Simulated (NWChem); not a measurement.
Molecule: C2H4ClNSi; SMILES Cl[Si@H]1C=NC1

```xyz
9

Cl     0.0220    -1.9676    -0.2675
Si     0.0181    -0.0681     0.5595
C      1.0935     1.3043    -0.1337
N      0.1083     2.0854    -0.4033
C     -1.1129     1.2885    -0.1426
H      0.0498    -0.2519     2.0407
H      2.1353     1.6246    -0.2700
H     -1.8242     1.8168     0.5123
H     -1.6302     1.0586    -1.0874
```
Atoms are numbered in this order, from 1.

All runs: NWChem. All runs use the structure optimised with PBE0/def2-SVP. Ions are spin-unrestricted doublets at the neutral geometry; other ion states weren't tried. Functional: LC-ωPBE (HJS hole) with def2-SVP; rows give the range parameter ω in 1/bohr.

```csv
range parameter (1/bohr),"vertical ionisation energy, ΔSCF (eV)",−ε(HOMO) (eV),ΔSCF minus −ε(HOMO) (eV)
0.05,8.88,6.40,2.48
0.15,9.01,7.72,1.29
0.20,9.11,8.26,0.85
0.25,9.20,8.72,0.48
0.50,9.52,10.26,-0.74
```
